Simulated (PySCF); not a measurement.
## Radial density of Ne (neon, neutral)

UHF, [He] 2s1 2p6 3d1, high-spin 3D determinant (an excited configuration). All numbers are calculated (PySCF 2.14, no relativity, point nucleus, in aug-cc-pVQZ with one added diffuse shell each of s, p, d, f, g type (7s6p5d4f3g, 105 functions)).

| r (bohr) | 4πr²ρ (e/bohr) | 4πr²(ρα − ρβ) |
| --- | --- | --- |
| 0.00241 | 0.04210 | 0.0013 |
| 0.00405 | 0.1151 | 0.0037 |
| 0.00682 | 0.3084 | 0.0098 |
| 0.0115 | 0.7948 | 0.0252 |
| 0.0193 | 1.925 | 0.0606 |
| 0.0324 | 4.195 | 0.1292 |
| 0.0546 | 7.675 | 0.2235 |
| 0.0918 | 10.56 | 0.2569 |
| 0.154 | 9.388 | 0.1078 |
| 0.260 | 5.793 | 0.0888 |
| 0.437 | 6.360 | 0.8956 |
| 0.735 | 7.063 | 1.3636 |
| 1.24 | 3.175 | 0.4140 |
| 2.08 | 0.4442 | 0.0279 |
| 3.50 | 0.3341 | 0.3215 |
| 5.88 | 0.1029 | 0.1029 |
| 9.89 | 1.213e-05 | 0.0000 |

The outer electron is Rydberg-like, and this basis confines it to a smaller radius and binds it less than a complete one would. At UHF the highest occupied level has a positive energy, so only the finite basis holds that electron; for this excited configuration the basis is too tight for the outer shell.
